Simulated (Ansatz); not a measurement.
Species: borohydride, BH4 (charge -1, singlet). 
Coordinates optimised at B3LYP-D3(BJ)/def2-TZVP (Ansatz, a first-principles code):
```xyz
5

B      0.0000     0.0000     0.0000
H     -0.7829    -0.8326    -0.4714
H      0.1716    -0.2303     1.2025
H     -0.4718     1.1343    -0.1391
H      1.0831    -0.0713    -0.5919
```
Charge -1, spin multiplicity 1.

Basis-set convergence of Hartree-Fock and CCSD correlation energies (hartree) with Ansatz. Correlated levels leave the core frozen unless marked. Spin-orbit coupling is left out. Non-relativistic.

| basis | functions | E(HF) | E(corr, CCSD) |
|---|---|---|---|
| def2-SVPD | 52 | -26.95786 | -0.17079 |
| def2-TZVPPD | 105 | -26.98757 | -0.19164 |
| def2-QZVPPD | 195 | -26.98959 | -0.19759 |

Extrapolating the two largest sets (X = 3 and 4) as X^-3: E(corr) = (64·(-0.19759) - 27·(-0.19164))/37 = -0.2019 Eh, an estimate of the basis-set limit. The largest set recovers 97.8 % of it, the smallest 84.6 %.
